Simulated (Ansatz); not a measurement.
Mulliken charges of `BCC#C` from ωB97M-V/def2-TZVPP in Ansatz (PBE0-D4/def2-TZVP geometry).

```tsv
atom	x (Å)	y (Å)	z (Å)	charge (e)
B1	-0.397	0.893	-1.155	-0.131
C2	0.307	-0.330	-0.485	-0.262
C3	0.173	-0.490	0.948	-0.288
C4	0.052	-0.606	2.136	0.016
H5	-0.286	1.018	-2.340	0.079
H6	-1.027	1.691	-0.528	0.089
H7	1.369	-0.281	-0.772	0.131
H8	-0.048	-1.231	-1.010	0.131
H9	-0.055	-0.711	3.190	0.236
```

Problem. By hand: the dipole of these point charges (1 e Å = 4.8032 D).

Solution. Σ q r = (-0.031, -0.034, 0.327) e Å, of length 0.330 e Å = 1.59 D.

Problem. How does the dipole of the full density compare? (Estimate.)

Solution. The calculation gave: (0.064, -0.061, -0.140) e Å, 0.80 D; the point charges give 1.99 times that, at 147° from its direction, so they point the opposite way.

Point charges leave out the atoms' own dipoles, such as those of lone pairs, and Mulliken's split depends on the basis, so the two needn't agree.
